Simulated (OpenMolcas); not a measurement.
# d2 ions of charge +4 down a group on the Zr site of Cs2ZrCl6

```yaml
Program: OpenMolcas 26.06
Method: SS-CASPT2, IPEA 0.25 Eh, imaginary shift 0.1 Eh
Spin-orbit_coupling: RASSI with atomic mean-field integrals over the reference wave functions
```

The d shell is active; CASPT2 correlates the ligand valence shells and the outer metal core. Each dopant is a cluster with its nearest anions in model potentials and point charges, with no relaxation. Distances were set from a Shannon-type radius of the metal (high-spin where two are listed) plus a fixed donor radius (Cl 1.76 Å), in hosts weighted 0.65 to 0.35 with the host's distance in the model lattice. Ligand basis ANO-RCC-VDZP, DKH2 Hamiltonian. States (labels of O, the rotations of Oh). Energies in cm-1 above the lowest state or level, χT in cm3 K/mol; under a threefold ground state the first gap can be a small split of the lowest multiplet, not the spin-orbit step. Spin-only χT is S(S+1) / 2 for the spin of the ground state.

```json
{"Ion": "Cr4+", "Shell": "3d2", "R (Å)": "2.357", "Metal basis": "ANO-RCC-VTZP", "Ground state": "3T1", "First state of that spin": "3T2 24130", "First gap with spin-orbit (degeneracies)": "5 (2, 3)", "χT at 300 K": "0.760", "First state of another spin": "2S+1 = 1: 8140", "Spin-only χT": "1.000"}
{"Ion": "Mo4+", "Shell": "4d2", "R (Å)": "2.422", "Metal basis": "ANO-RCC-VTZP", "Ground state": "3T1", "First state of that spin": "3T2 25720", "First gap with spin-orbit (degeneracies)": "24 (2, 3)", "χT at 300 K": "0.409", "First state of another spin": "1T2 5470", "Spin-only χT": "1.000"}
```

χT departs most from the spin-only value for Mo4+, by -0.591 cm3 K/mol.

Roots that are degenerate in the reference are averaged as groups; the widest CASPT2 spread within a group is 410 cm-1 (the 3-fold group of multiplicity 1 near 32600 cm-1 above the lowest state of its run, Mo4+). Shifts and gaps below about the spread of the groups concerned are not significant. Over all roots computed the reference weight is 0.61 to 0.64 in Cr4+, 0.64 to 0.65 in Mo4+; a low but even weight reflects the number of correlated electrons. An orbital triplet at a regular site is open to Jahn-Teller coupling, which can distort the site and quench the lowest spin-orbit gaps and is left out. Ligand-to-metal charge-transfer states are missing. With no ligand orbital active B as a rule stays too high, so bands that hang on it stand too high and its fall with covalency is understated. With one d shell and no ligand orbital active, 10Dq can be off by a tenth or more. The least metal-like active orbital is 73 % on the metal (Löwdin) and no ligand orbital is active, so the numbers are rough (holds for Cr4+). These CASPT2 states fit no ligand-field parameters well, so their order and spin gaps are uncertain (holds for Cr4+). The least metal-like active orbital is 71 % on the metal (Löwdin) and no ligand orbital is active, so the numbers are rough (holds for Mo4+). No measured value stands beside these numbers; the geometry was set by hand and not optimised.

A state without a sure symmetry label is named by its multiplicity alone.
